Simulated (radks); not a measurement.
Eu2+, configuration [Xe] 4f7 (the NIST ground configuration). Method: Dirac Kohn-Sham, HCTH/407, spin-unpolarised, spherical densities, finite nucleus; open shells are shared between the two j in proportion to 2j + 1; Fermi nuclear charge, rms radius 5.1115 fm; computed with a radial shooting solver on a logarithmic mesh with Libxc functionals. Some entries of the table are withheld. Estimate them.

| orbital | occ. | eigenvalue (eV) | <r^2> (bohr^2) | <1/r> (bohr^-1) |
|---|---|---|---|---|
| 1s1/2 | 2 | -48314.43 | 0.0006799 | 70.18 |
| 2s1/2 | 2 | -7950.070 | 0.01062 | 16.72 |
| 2p1/2 | 2 | -7546.739 | 0.007722 | 16.70 |
| 2p3/2 | 4 | -6898.748 | 0.008959 | 14.82 |
| 3s1/2 | 2 | (1) | 0.07103 | 6.089 |
| 3p1/2 | 2 | -1586.590 | 0.06623 | 6.007 |
| 3p3/2 | 4 | -1454.299 | 0.07336 | 5.532 |
| 3d3/2 | 4 | -1151.309 | 0.05870 | 5.410 |
| 3d5/2 | 6 | -1122.451 | 0.06070 | 5.292 |
| 4s1/2 | 2 | -360.8416 | 0.3614 | 2.541 |
| 4p1/2 | 2 | -293.1882 | 0.3810 | (2) |
| 4p3/2 | 4 | -263.9566 | 0.4204 | (3) |
| 4d3/2 | 4 | -152.3535 | 0.4860 | 2.055 |
| 4d5/2 | 6 | -147.0942 | 0.5017 | 2.015 |
| 5s1/2 | 2 | -58.4922 | 2.131 | 0.9664 |
| 5p1/2 | 2 | -40.2499 | 2.714 | 0.8505 |
| 5p3/2 | 4 | -36.3726 | 3.053 | 0.7943 |
| 4f5/2 | 3 | -17.2030 | 1.172 | 1.440 |
| 4f7/2 | 4 | -16.5681 | 1.218 | 1.420 |

Answer. 
(1) 3s1/2 eigenvalue (eV): -1761.314
(2) 4p1/2 <1/r> (bohr^-1): 2.435
(3) 4p3/2 <1/r> (bohr^-1): 2.274
